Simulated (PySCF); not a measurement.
Compound: C4H11BO4Si.
Cartesian coordinates in Å at the PBE0-D3(BJ)/def2-SVP level; atoms count from 1:
```
atom  x, y, z in Å
C1    -3.0251    0.9041   -0.8583
O2    -1.9093    1.2079   -0.0589
B3    -1.1011    0.2511    0.4518
C4     0.1485    0.7537    1.3084
C5     1.3172    0.9985    0.4110
O6     1.7309    2.0736    0.0552
O7     1.8947   -0.1375   -0.0283
Si8    3.2170    0.0720   -1.1086
O9    -1.3907   -1.0523    0.2104
C10   -0.6448   -2.1331    0.7086
H11   -3.4509   -0.0803   -0.6116
H12   -2.7443    0.9041   -1.9243
H13   -3.7864    1.6820   -0.7021
H14    0.4282   -0.0005    2.0588
H15   -0.1088    1.7003    1.7987
H16    3.6086   -1.3328   -1.4048
H17    2.7783    0.7563   -2.3526
H18    4.3345    0.7862   -0.4384
H19   -0.8265   -2.2796    1.7871
H20   -0.9687   -3.0432    0.1839
H21    0.4344   -1.9939    0.5432
```

Computed with TDDFT CAM-B3LYP/def2-SVPD, vertical, gas phase, core orbitals frozen in the response in PySCF 2.14.0, density-fitted response routines.

Each state is given a Gaussian of 0.5 eV full width at half maximum, with ε(max) = 2.175×10⁸ f / Δν̃ (Δν̃ the width in cm⁻¹). The width is an assumption, not a result. The curve ends short of the highest state used, and states not computed would add to its high-energy end.

```json
{"E (eV)": "5.13", "ε (L mol⁻¹ cm⁻¹)": "0"}
{"E (eV)": "5.21", "ε (L mol⁻¹ cm⁻¹)": "2"}
{"E (eV)": "5.28", "ε (L mol⁻¹ cm⁻¹)": "4"}
{"E (eV)": "5.36", "ε (L mol⁻¹ cm⁻¹)": "11"}
{"E (eV)": "5.44", "ε (L mol⁻¹ cm⁻¹)": "27"}
{"E (eV)": "5.51", "ε (L mol⁻¹ cm⁻¹)": "51"}
{"E (eV)": "5.59", "ε (L mol⁻¹ cm⁻¹)": "91"}
{"E (eV)": "5.66", "ε (L mol⁻¹ cm⁻¹)": "137"}
{"E (eV)": "5.74", "ε (L mol⁻¹ cm⁻¹)": "189"}
{"E (eV)": "5.81", "ε (L mol⁻¹ cm⁻¹)": "224"}
{"E (eV)": "5.89", "ε (L mol⁻¹ cm⁻¹)": "238"}
{"E (eV)": "5.96", "ε (L mol⁻¹ cm⁻¹)": "224"}
{"E (eV)": "6.04", "ε (L mol⁻¹ cm⁻¹)": "182"}
{"E (eV)": "6.11", "ε (L mol⁻¹ cm⁻¹)": "135"}
{"E (eV)": "6.19", "ε (L mol⁻¹ cm⁻¹)": "84"}
{"E (eV)": "6.26", "ε (L mol⁻¹ cm⁻¹)": "50"}
{"E (eV)": "6.34", "ε (L mol⁻¹ cm⁻¹)": "24"}
{"E (eV)": "6.42", "ε (L mol⁻¹ cm⁻¹)": "10"}
{"E (eV)": "6.49", "ε (L mol⁻¹ cm⁻¹)": "4"}
{"E (eV)": "6.57", "ε (L mol⁻¹ cm⁻¹)": "1"}
{"E (eV)": "6.64", "ε (L mol⁻¹ cm⁻¹)": "1"}
{"E (eV)": "6.72", "ε (L mol⁻¹ cm⁻¹)": "1"}
{"E (eV)": "6.79", "ε (L mol⁻¹ cm⁻¹)": "2"}
{"E (eV)": "6.87", "ε (L mol⁻¹ cm⁻¹)": "8"}
{"E (eV)": "6.94", "ε (L mol⁻¹ cm⁻¹)": "22"}
{"E (eV)": "7.02", "ε (L mol⁻¹ cm⁻¹)": "60"}
{"E (eV)": "7.09", "ε (L mol⁻¹ cm⁻¹)": "127"}
{"E (eV)": "7.17", "ε (L mol⁻¹ cm⁻¹)": "270"}
{"E (eV)": "7.24", "ε (L mol⁻¹ cm⁻¹)": "476"}
{"E (eV)": "7.32", "ε (L mol⁻¹ cm⁻¹)": "833"}
{"E (eV)": "7.39", "ε (L mol⁻¹ cm⁻¹)": "1284"}
{"E (eV)": "7.47", "ε (L mol⁻¹ cm⁻¹)": "2023"}
{"E (eV)": "7.55", "ε (L mol⁻¹ cm⁻¹)": "3103"}
{"E (eV)": "7.62", "ε (L mol⁻¹ cm⁻¹)": "4408"}
{"E (eV)": "7.70", "ε (L mol⁻¹ cm⁻¹)": "6308"}
{"E (eV)": "7.77", "ε (L mol⁻¹ cm⁻¹)": "8183"}
```

(1) Where are the band maxima, and which computed states make them?

(2) Coming from long wavelengths, where does ε first pass 100 L mol⁻¹ cm⁻¹?

(3) On this curve, what absorbance would a 10⁻⁵ mol/L sample give at 222 nm over a 1 cm path?

(4) Does any computed singlet lie in the visible range?

Answers

(1) 211 nm (5.88 eV), ε about 240, made up of S1 (100%) (ε in L mol⁻¹ cm⁻¹; maxima over ε = 5, shares over 10%). At its high-energy end, 7.77 eV, the curve is still rising (ε about 8200, from S4, S5 and S7). The states used: S1 5.88 eV (f 0.0044); S2 7.53 eV (f 0.020); S3 7.80 eV (f 0.0001); S4 7.88 eV (f 0.080); S5 7.97 eV (f 0.082); S6 8.06 eV (f 0.0047); S7 8.15 eV (f 0.076); S8 8.32 eV (f 0.013); S9 8.35 eV (f 0.0071); S10 8.37 eV (f 0.028).

(2) At about 221 nm (5.61 eV), 0.28 eV below S1.

(3) 222 nm is 5.585 eV, where ε is about 88 L mol⁻¹ cm⁻¹, so A = ε c l ≈ 0.00088 (Beer–Lambert, with the gas-phase spectrum and the assumed width).

(4) No computed singlet lies in the visible range (380 to 750 nm); the lowest, at 211 nm, stands 2.62 eV above its violet end (3.26 eV).

All these states lie below the vertical ionisation energy of 10.32 eV (ΔSCF).

Time: 23 min of wall time (with the writing of density and orbital grids); peak memory 1.7 GiB. Hardware: an Arm Neoverse N1 with one thread, shared host with 64 logical CPUs at a one-minute load of 47.

One conformer stands for the species.
